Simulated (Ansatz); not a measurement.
Consider the isomerisation: `N=C1OC1([SiH3])Cl` → `N[Si]1(Cl)C=C1O`.

Isolated molecules relaxed with PBE0-D4/def2-TZVP in Ansatz; ΔE leaves out vibrations. CCSD(T)/CBS adds triple-zeta CCSD(T) − MP2 to the extrapolated MP2 energy (def2 sets, frozen cores). DFT in def2-TZVPP. One conformer a species, not always the lowest.

CCSD(T)/CBS gives -294.9 kJ/mol.

Problem. Another level gave -280.8 kJ/mol. Which?
A. PBE/def2-TZVPP
B. HF/def2-TZVPP
C. CCSD/def2-TZVPP
D. B2PLYP/def2-TZVPP

Solution. D. B2PLYP -280.8, PBE -259.9, HF/def2-TZVPP -303.4, CCSD/def2-TZVPP -288.2 kJ/mol.

Largest T1 diagnostic among the species: 0.015.

From PBE to PBE0 (25 % exact exchange), in def2-TZVPP and without D4, ΔE moves by −25.1 kJ/mol. In def2-TZVPP, CCSD(T) changes the Hartree–Fock value by +23.2 kJ/mol (the triples alone add +8.1 kJ/mol) and MP2 by +9.8 kJ/mol.

CCSD(T)/CBS has its own doubt, a few kJ/mol and more with outer-core shells, so smaller differences from it don't rank the levels.
